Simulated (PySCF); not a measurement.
Results of a calculation; reference values are marked as such.
C2H11Si3

C2H11Si3 is a small molecule (built as: C site whose three back bonds go to SiH3, SiH3, CH2SiH3), neutral, doublet. The structure, one conformer, was relaxed in the gas phase by PBE0-D3(BJ)/def2-SVP. No frequency run checks that it is a minimum.

SMILES: [SiH3]C[C]([SiH3])[SiH3]

```
atom   x (Å)   y (Å)   z (Å)
  C1   0.507   0.163  -0.235
 Si2   0.550   2.003   0.062
 Si3   1.831  -0.971   0.429
  C4  -0.641  -0.432  -0.975
 Si5  -2.094  -0.820   0.202
  H6   1.945   2.454   0.349
  H7   0.028   2.719  -1.146
  H8  -0.312   2.399   1.224
  H9   1.279  -1.902   1.467
 H10   2.941  -0.181   1.039
 H11   2.374  -1.821  -0.680
 H12  -1.052   0.246  -1.746
 H13  -0.387  -1.384  -1.478
 H14  -2.560   0.442   0.852
 H15  -3.222  -1.419  -0.576
 H16  -1.654  -1.781   1.256
```

EPR values by unrestricted B3LYP, IGLO-III on C Si, pcH-1 on H.

Question: Predict g and the largest hyperfine couplings. Where does the spin sit?

Answer: g = 2.0022, 2.0028, 2.0031. The spin sits on C1 (87 %, bonded to 1 C + 2 Si) by Mulliken populations.
| atom | isotope | isotropic (MHz) | dipolar, principal values (MHz) |
| --- | --- | --- | --- |
| C1 | 13C | 65.7 | -64.4, -63.2, 127.6 |
| Si5 | 29Si | -111.1 | -18.7, 8.7, 10.0 |
| H8 | 1H | 79.5 | -2.9, -1.5, 4.4 |
| H9 | 1H | 64.7 | -2.8, -1.7, 4.5 |
| H11 | 1H | 48.8 | -2.7, -2.1, 4.8 |
| H12 | 1H | 45.7 | -4.1, -2.8, 6.9 |

Question: How do the isotropic couplings move with BHandHLYP?

Answer: C1 65.7 to 87.7 MHz, Si5 -111.1 to -109.2 MHz, H8 79.5 to 74.4 MHz, H9 64.7 to 60.6 MHz.

The 2 runs behind this took 4.6 min in all, one thread each of Arm Neoverse V1 on a shared host, launched as `OMP_NUM_THREADS=1 python cluster_run.py task.json out`.
